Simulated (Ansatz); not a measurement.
Basis-set extrapolation for CH6AlFOSi (`F[CH2][AlH][O][SiH3]`) (PBE0-D4/def2-TZVP geometry, frozen core, Ansatz). Multiplicity 1, RHF reference.

|  | def2-TZVPP | def2-QZVPP |
| --- | --- | --- |
| HF | -746.715075 | -746.742192 |
| MP2 correlation | -0.855473 | -0.925711 |
| CCSD(T) correlation | -0.927680 | not run |

Energies in hartree. Use E(X) = E(∞) + A·exp(−7.88·√X) for Hartree–Fock and E(X) = E(∞) + B·X^(−2.97) for correlation, with X = 3 and 4, and add CCSD(T) minus MP2 of the smaller set to the MP2 limit.

Question: What is the CCSD(T) energy at the basis-set limit?

Answer: HF limit: -746.742192 + (-0.027117) × 0.13774 = -746.74593. MP2 limit: -0.925711 + (-0.070238) × 0.74074 = -0.97774. Higher-order term: -0.927680 − (-0.855473) = -0.07221. Total: -747.79588 hartree, 96.1 kcal/mol below CCSD(T)/def2-TZVPP.
